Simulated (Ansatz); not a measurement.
[Co(H2O)6]2+ (CoO₆H₁₂²⁺), relaxed as a quartet with UKS r2SCAN-D4/def2-SVP in Ansatz, starting from the GFN2-xTB (ALPB water) geometry. Force threshold 0.03 eV/Å.

Start:

```xyz
19

Co   -0.002    0.012   -0.007
O    -0.256    2.083   -0.526
H    -0.927    2.486   -1.089
H     0.499    2.682   -0.508
O     0.237   -2.032    0.640
H     0.338   -2.280    1.565
H     0.652   -2.718    0.106
O     2.112    0.440    0.217
H     2.748    0.218   -0.471
H     2.560    0.298    1.058
O    -2.081   -0.492   -0.327
H    -2.843    0.092   -0.402
H    -2.400   -1.341   -0.003
O     0.288   -0.619   -2.051
H     0.803   -0.164   -2.726
H    -0.481   -0.997   -2.494
O    -0.314    0.519    2.072
H    -1.199    0.667    2.424
H     0.266    1.144    2.521
```

```tsv
step	energy (eV)	largest force component (eV/Å)	SCF passes
1	-50072.4072	1.074	73
2	-50072.5606	0.738	47
3	-50072.6004	0.817	42
4	-50072.6479	0.128	37
5	-50072.6767	0.130	42
6 (rejected)	-50072.6290	1.212	44
7	-50072.6898	0.084	45
8	-50072.6989	0.240	44
9	-50072.7137	0.052	41
10	-50072.7194	0.024	37
11 (rejected)	-50072.7194	0.157	34
12	-50072.7202	0.016	40
13	-50072.7203	0.099	35
14	-50072.7207	0.016	40
```

Force components are those of the run's own axes.

End:

Cartesian coordinates in Å:
```
Co 0.001 0.002 0.000
O -0.195 1.971 -0.660
H -0.360 2.240 -1.578
H -0.274 2.773 -0.120
O 0.195 -1.968 0.660
H 0.364 -2.238 1.577
H 0.280 -2.770 0.118
O 2.036 0.397 0.223
H 2.499 1.165 -0.148
H 2.720 -0.185 0.590
O -2.035 -0.399 -0.221
H -2.725 0.177 -0.587
H -2.488 -1.173 0.148
O 0.212 -0.537 -2.003
H 1.009 -0.493 -2.555
H -0.461 -0.998 -2.529
O -0.214 0.540 2.003
H -1.016 0.496 2.548
H 0.455 1.000 2.535
```

By distances, no bond broke or formed. The bond that changes most is Co1–O8, from 2.17 to 2.08 Å (atoms count from 1).

The force fell under the threshold at step 10, but the optimiser went on. No frequencies were taken in this run, so the end may be a saddle point.

Run time 50 s (4 threads of Intel Xeon 6975P-C on a shared host).
